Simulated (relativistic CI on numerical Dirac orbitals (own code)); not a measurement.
# One change at a time: As¹⁴⁺

Base calculation: Dirac-Coulomb-Breit CI, KLI orbitals optimised for each configuration, a model potential for QED, unscaled Slater integrals.

Configurations in the expansion (outside the closed core [Ne]): 3s2 3p6 3d, 3s2 3p5 3d2, 3s 3p6 3d2, 3s2 3p6 4s, 3s2 3p6 4p, 3s2 3p6 4d, 3s2 3p6 4f, 3s2 3p5 3d 4s, 3s2 3p5 3d 4p, 3s2 3p6 5s, 3s2 3p6 5p, 3p6 3d3, 3p5 3d4. Double excitations out of closed p, d and f shells are left out; levels of such configurations are missing from the list, as are those of other unlisted configurations, and high levels can miss mixing partners. These lack a partner that the ground configuration has and come out too high: 3s2 3p5 3d 4s, 3s2 3p5 3d 4p.

Variants: (1) configuration mixing switched off; (2) only the first 3 configurations. Shifts of the energy above 3s2 3p6 3d 2D_3/2, in cm⁻¹, for the lowest level and the first level of each name with at least 55 % of one term (blank where a level changes its place among those of its configuration and J or its character, or is not in the variant):

```tsv
Level	Base	Δ(1)	Δ(2)
3s2 3p6 3d 2D_3/2	0	0	0
3s2 3p6 3d 2D_5/2	9212	+21	+14
3s2 3p5 3d2 4D°_1/2	611555	-1936	-687
3s2 3p5 3d2 4D°_3/2	614955	-1935	-686
3s2 3p5 3d2 4D°_5/2	620721	-1936	-686
3s2 3p5 3d2 4D°_7/2	629132	-1934	-685
3s2 3p5 3d2 4G°_11/2	649774	-1968	-719
3s2 3p5 3d2 4G°_9/2	650575	-1969	-719
3s2 3p5 3d2 4G°_7/2	654108	-1964	-714
3s2 3p5 3d2 4P°_5/2	660569	-1925	-675
3s2 3p5 3d2 4P°_3/2	667670	-1894	-645
3s2 3p5 3d2 4P°_1/2	676540	-1914	-664
3s2 3p5 3d2 2D°_5/2	679940	-1852	-603
3s2 3p5 3d2 4F°_9/2	681366	-1965	-715
```

At this charge energies of transitions that change n are usually good to better than 1 %, and those within a shell (Δn = 0) to a few per cent.

Ionisation energy from the two ground configurations alone: base 460.295 eV. The NIST ASD value (theoretical) is 460 eV.

LS names give the leading component of a level, which can be under half, so a name can repeat, a term be missing and a line seem to break the LS rules.
